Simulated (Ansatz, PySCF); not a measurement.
Gas-phase reaction in SMILES: Cl[SiH2]Cl [dichlorosilane] -> Cl[SiH]Cl + H atom (the H-Si bond at the site shown breaks; other sites are not compared here)
Structures are relaxed separately at B3LYP-D3(BJ)/def2-TZVP in Ansatz (a first-principles code). Frequencies are from Ansatz or PySCF.

Quantity: bond dissociation energy (enthalpy at 298 K, with B3LYP-D3(BJ) rigid-rotor harmonic-oscillator terms), in kJ/mol. Cores are frozen in the correlated levels unless marked. Open shells are spin-unrestricted. Spin-orbit coupling is left out. No relativistic terms. Basis-set limits of correlation are two-point, X^-3; Hartree-Fock from the larger set. The bracket is a focal-point correction in the basis named.

```csv
level,program,bond dissociation energy (kJ/mol)
PBE-D4/def2-TZVPD,Ansatz + dftd4,?
r2SCAN-D3(BJ)/def2-TZVPD,Ansatz + dftd3,?
PBE0/def2-TZVP,Ansatz,361.0
MN15/def2-TZVPD,PySCF,380.5
wB97X-V/def2-TZVPD,Ansatz,383.9
SCS-MP2/aug-cc-pV(D+d)Z,Ansatz,368.4
"RI-MP2/CBS(aug-cc-pV(T+d)Z,aug-cc-pV(Q+d)Z)+[CCSD(T)-MP2]/aug-cc-pV(T+d)Z",Ansatz,?
```

Problem. Complete the blanks.

Solution. 
- PBE-D4/def2-TZVPD, bond dissociation energy (kJ/mol): 353.1
- r2SCAN-D3(BJ)/def2-TZVPD, bond dissociation energy (kJ/mol): 361.6
- RI-MP2/CBS(aug-cc-pV(T+d)Z,aug-cc-pV(Q+d)Z)+[CCSD(T)-MP2]/aug-cc-pV(T+d)Z, bond dissociation energy (kJ/mol): 389.1
